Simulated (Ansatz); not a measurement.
Cl₂F₂H₂OSi₂, SMILES `F[Si](F)(Cl)O[SiH2]Cl`. Charge 0, multiplicity 1.

Cartesian coordinates in Å:
```
F -1.712 -1.276 -1.789
Si -0.754 -1.219 -0.545
F -1.499 -1.900 0.658
Cl 0.924 -2.253 -0.951
O -0.445 0.314 -0.208
Si 0.587 1.406 0.437
Cl 1.426 0.637 2.132
H 1.668 1.686 -0.527
H -0.195 2.604 0.793
```

(1) List the harmonic frequencies (cm⁻¹, unscaled) at PBE0-D4/def2-TZVP in Ansatz. (An estimate is asked.)

(2) Is this a minimum?

(3) Give the ideal-gas thermochemistry at 298.15 K and 1 bar (rigid rotor, harmonic oscillator; point group C1, symmetry number 1).

(4) And at 400, 500, 600, 800 and 1000 K?

Answers

(1) Computed: 15, 26, 44, 182, 222, 250, 303, 345, 376, 524, 562, 634, 705, 739, 898, 925, 966, 998, 1166, 2276, 2291.

(2) Yes, all 21 modes are real.

(3) Zero-point energy 86.4 kJ/mol; H(298) − E = 112.9 kJ/mol; entropy 428.0 J/(mol·K), of which translation 173.8, rotation 126.4, vibration 127.7; G(298) − E = -14.7 kJ/mol. Modes under 100 cm⁻¹ are hindered rotations or soft bends, so the harmonic entropy is rough.

(4) 
```csv
T (K),H − E (kJ/mol),S (J/mol/K),G − E (kJ/mol)
400,127.0,468.7,-60.5
500,142.5,503.1,-109.1
600,159.0,533.1,-160.9
800,194.1,583.6,-272.8
1000,231.1,624.9,-393.8
```
